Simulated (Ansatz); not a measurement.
`[AlH2]/[CH]=C/Cl` + `C[NH][AlH2]` → `C[N]([AlH2])[AlH2]` + `C=CCl` at 600 K and 1 bar (ligand exchange at the Al–C bond).

Isolated molecules relaxed with PBE0-D4/def2-TZVP in Ansatz; ΔE leaves out vibrations. CBS: MP2 limit from def2 TZ/QZ plus the TZ coupled-cluster correction, frozen cores. This one scheme is used for every species.

```tsv
species	CCSD(T)/CBS energy (Eh)	H − E (kJ/mol)	S (J/(mol·K))
`[AlH2]/[CH]=C/Cl`	-780.26523	172.4	394.6
`C[NH][AlH2]`	-338.38977	225.3	362.9
`C[N]([AlH2])[AlH2]`	-581.02164	252.1	452.9
`C=CCl`	-537.65823	144.6	309.8
```

H − E and S are ideal-gas, rigid-rotor, harmonic terms from PBE0-D4/def2-TZVP. 1 Eh = 2625.50 kJ/mol, R = 8.31446 J/(mol·K).

Q: By hand: ΔE, ΔH, ΔS and ΔG.

A: ΔE = (-581.02164) + (-537.65823) − (-780.26523) − (-338.38977) = -0.02487 Eh = -65.3 kJ/mol. Δ(H − E) = 252.1 + 144.6 − 172.4 − 225.3 = -1.0, so ΔH = -66.3 kJ/mol. ΔS = 452.9 + 309.8 − 394.6 − 362.9 = 5.2 J/(mol·K). ΔG = -66.3 − 600 × (5.2)/1000 = -69.4 kJ/mol.

Q: By hand: the equilibrium constant, and the temperature at which ΔG would vanish if ΔH and ΔS stayed fixed.

A: log₁₀ K = −ΔG/(RT ln 10) = 6.0. ΔH and −TΔS have one sign here, so there is no such temperature. One of them is within its doubt of zero, so this could turn.

The number of gas molecules stays the same, so ΔS is small and ΔH decides. A doubt of 5 kJ/mol in ΔE shifts log₁₀ K by 0.4 here. Modes under 60 cm⁻¹, often nearly free rotors, make the harmonic entropy too high. These are equilibria of isolated gas molecules and say nothing of rates. Largest T1 diagnostic: 0.012 (customary marks: 0.02 for closed shells, 0.045 for open ones).
